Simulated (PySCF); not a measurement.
Excitation energy of Ge by level of theory

Ge [Ar] 3d10 4s2 4p2 (3P) → Ge [Ar] 3d10 4s1 4p3 (5S), as a difference of total energies. All numbers are calculated (PySCF 2.14, scalar relativity by spin-free X2C-1e, in dyall-ae2z (15s11p7d2f, 97 functions)). Correlated levels: valence: [Ar] 3d10 frozen; valence and next inner shell: [Ne] frozen; nothing frozen; virtual orbitals above 40 to 60 times the deepest correlated orbital energy dropped. The calculations carry no spin-orbit coupling.

```tsv
method	excitation energy (eV)	error (eV)
UHF	3.521	-1.557
LDA	5.921	+0.843
PBE	5.711	+0.633
PBE0	5.326	+0.248
r2SCAN	5.072	-0.006
revPBE	5.563	+0.485
BHandHLYP	5.566	+0.488
r2SCANh	5.007	-0.071
LC-wPBE	5.154	+0.076
MP2 (valence)	4.310	-0.768
SCS-MP2 (valence)	4.660	-0.418
MP2 (valence and next inner shell)	4.799	-0.279
SCS-MP2 (valence and next inner shell)	5.068	-0.010
MP2 (all electrons)	4.798	-0.280
SCS-MP2 (all electrons)	5.068	-0.010
```

Reference: 5.078 eV (measured; NIST levels, between the centres of gravity of the two terms).

Errors of the correlated levels include the incompleteness of this basis and the frozen core.
